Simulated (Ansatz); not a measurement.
Acid–base and redox partners of F[SiH3]. Gas-phase values, no solvent. Strings in code marks are SMILES.

Quantity: vertical ionisation energy (energy after one electron is removed minus that of the parent at the parent's geometry), in eV.

Case: `F[SiH3]`. Geometry of `F[SiH3]` (neutral, multiplicity 1, Å):

```xyz
5

F      1.5485    -0.1513    -0.0383
Si    -0.0427     0.0042     0.0011
H     -0.3768     1.4085    -0.2990
H     -0.6197    -0.8963    -1.0139
H     -0.5093    -0.3651     1.3500
```

Question: Predict the vertical ionisation energy (energy after one electron is removed minus that of the parent at the parent's geometry) from frozen-core CCSD(T)/cc-pVTZ // CAM-B3LYP-D3(BJ)/def2-TZVP (Ansatz, a quantum-chemistry and plane-wave program).

Answer: 12.81 eV.
